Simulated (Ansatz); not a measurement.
Cost and result for the atomization energy of CH₁₀BNSi₂, SMILES `CBN([SiH3])[SiH3]` (15 atoms, 14 bonds).

Cartesian coordinates in Å:
```
C 0.950 1.878 -0.849
B 0.839 0.329 -0.676
N -0.113 -0.375 0.108
Si 0.084 -2.118 0.080
Si -1.416 0.289 1.066
H 0.223 2.479 -0.303
H 1.955 2.201 -0.554
H 0.873 2.129 -1.914
H 1.641 -0.361 -1.263
H -0.113 -2.653 -1.290
H -0.950 -2.696 0.981
H 1.428 -2.507 0.574
H -1.499 1.758 0.897
H -1.201 -0.029 2.502
H -2.701 -0.326 0.642
```

The species carries charge 0 and has multiplicity 1. The geometry is a stationary point of PBE0-D4/def2-TZVP. It is one conformer, not always the lowest. Program: Ansatz. Hardware: A = 2 threads of an AMD EPYC 7R13 on a shared host and a share of an NVIDIA H100 80 GB; B = 2 threads of an AMD EPYC 7R13 on a shared host. Times are those of one run each, without the atoms' runs, and a repeat can differ threefold. Electronic energies, without spin–orbit coupling; frozen cores. CCSD(T)/CBS adds CCSD(T) − MP2 in def2-TZVPP to the MP2 limit, and its time is that of the two runs behind it. T1 = 0.012. B3LYP takes the VWN-RPA correlation (the form of Gaussian; ORCA's B3LYP/G).

CCSD(T)/CBS is a level of theory with its own doubt, some kJ/mol a heavy atom from the limit and from the frozen cores, so smaller differences don't rank the functionals.

```
                                 level  functions  wall time  atomization (kJ/mol)  difference from CCSD(T)/CBS  per bond
   PBE-D4/def2-TZVPP (with forces) [A]        317        7 s                5217.1                          6.0       0.4
                BLYP-D4/def2-TZVPP [A]        317        7 s                5187.2                        -23.9      -1.7
           CAM-B3LYP-D4/def2-TZVPP [A]        317        8 s                5255.6                         44.5       3.2
               PBE-QIDH/def2-TZVPP [A]        317        8 s                5169.0                        -42.1      -3.0
             r2SCANh-D4/def2-TZVPP [A]        317      8.5 s                5196.3                        -14.8      -1.1
              revPBE-D4/def2-TZVPP [A]        317      8.6 s                5129.9                        -81.2      -5.8
r2SCAN-D4/def2-TZVPP (with forces) [A]        317        9 s                5211.9                          0.8       0.1
 B3LYP-D4/def2-TZVPP (with forces) [A]        317      9.5 s                5233.9                         22.8       1.6
                ωB97X-V/def2-TZVPP [A]        317       10 s                5245.0                         33.9       2.4
                    MP2/def2-QZVPP [A]        611       12 s                5177.1                        -34.0      -2.4
                CCSD(T)/def2-TZVPP [A]        317       14 s                5086.7                       -124.4      -8.9
                  CCSD(T)/def2-SVP [B]        128       16 s                4919.4                       -291.7     -20.8
                     CCSD(T)/CBS(def2)          –       26 s                5211.1                          0.0       0.0
```

From BLYP to BHLYP (50 % exact exchange), in def2-TZVPP and without D4, the atomization energy moves by +6.0 kJ/mol. In def2-TZVPP, CCSD(T) changes the Hartree–Fock value by +1107.5 kJ/mol (the triples alone add +51.6 kJ/mol) and MP2 by +1123.3 kJ/mol; breaking electron pairs costs correlation energy, which Hartree–Fock lacks. At CCSD(T), def2-SVP lies −291.7 kJ/mol from the extrapolated value and def2-TZVPP −124.4 kJ/mol: correlation converges slowly with the basis, and small sets miss more of it in the bonded molecule than in its fragments.
